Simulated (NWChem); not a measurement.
# CaH₂S₂; SMILES [SH][Ca][SH]

```xyz
5

Ca    -0.0151    -0.2530     0.6906
S     -0.0534    -2.8315     0.5143
H      0.4742    -2.8741    -0.7311
S     -0.2738     2.2411     0.0633
H     -1.4835     2.0917    -0.5244
```
Atoms are numbered in this order, from 1.

Computed with NWChem. STO-3G and 3-21G are far too small for this property and stand as cheap habits. Coordinates come from a PBE0/def2-SVP optimisation. GIAO values for the isolated, static molecule; σ is the absolute isotropic shielding, δ = σ(reference) − σ with the isolated reference molecule computed at the same levels (1H: tetramethylsilane).

| level | σ Ca1 (ppm) | σ S2 (ppm) | δ H3 (ppm) |
|---|---|---|---|
| PBE/pcSseg-1 | 801.8 | 620.6 | 0.15 |
| LDA (Slater exchange, VWN5)/pcSseg-1 | … | … | … |
| Hartree-Fock/STO-3G | 954.3 | 1171.3 | -3.42 |

Problem. What belongs in the gaps?

Solution. 
- LDA (Slater exchange, VWN5)/pcSseg-1, σ Ca1 (ppm): 763.2
- LDA (Slater exchange, VWN5)/pcSseg-1, σ S2 (ppm): 605.9
- LDA (Slater exchange, VWN5)/pcSseg-1, δ H3 (ppm): 0.57
